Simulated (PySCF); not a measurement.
**Relaxation of triplet IrS₂⁻**

These are results of PySCF, UPBE0, basis Ir def2-SVPD with ECP60, S def2-SVPD (scalar-relativistic core potentials, no spin–orbit coupling, density fitting), not measurements. A (50,194) grid was used.

A hand-made linear start, of D∞h symmetry, held to at least that symmetry:

```xyz
3
charge -1 multiplicity 3, angstrom
Ir    0.0000    0.0000    0.0000
S     0.0000    0.0000    2.0900
S     0.0000    0.0000   -2.0900
```

Question: What does it relax to?

Answer: It ends at D∞h with Ir–S 2.161 Å (×2); S–Ir–S 180.0°. A frequency run shows 1 imaginary mode, down to 53i cm⁻¹, so it is a saddle point.

Question: How much energy is released, and in how many steps?

Answer: 14.1 kJ/mol in 3 steps.

Other spin states or occupations of the open shell can lie lower. At this level a singlet minimum of C2v symmetry lies 42 kJ/mol below this structure. No spin–orbit coupling is included, which matters more the heavier the element.

The relaxation took roughly 17 core-seconds on a shared host.
